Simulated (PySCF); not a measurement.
AlH4, SMILES [AlH4-], charge -1.

Geometry: PBE0-D3(BJ)/def2-TZVPD. The isomer is the one that the SMILES or the coordinates give; other isomers of the formula were not compared.

Calculation: PBE0-D3(BJ)/def2-TZVPD (PySCF 2.14.0).

Frequencies are harmonic and unscaled.

Modes within 1.5 cm⁻¹ of each other (mostly degenerate sets) share a row, with their intensities summed.

Problem. Estimate the vibrational spectrum. (The exact figures need the calculation; the answer reports its results.)

Solution. 
```json
[
 {"mode": "1–2", "ν (cm⁻¹)": "750", "IR (km/mol)": "0.0", "moving atoms (share of kinetic energy)": "H 100 %"},
 {"mode": "3–5", "ν (cm⁻¹)": "763", "IR (km/mol)": "1219.5", "moving atoms (share of kinetic energy)": "H 91 %, Al 9 %"},
 {"mode": "6–8", "ν (cm⁻¹)": "1645", "IR (km/mol)": "1842.8", "moving atoms (share of kinetic energy)": "H 96 %"},
 {"mode": "9", "ν (cm⁻¹)": "1727", "IR (km/mol)": "0.0", "moving atoms (share of kinetic energy)": "H 100 %"}
]
```
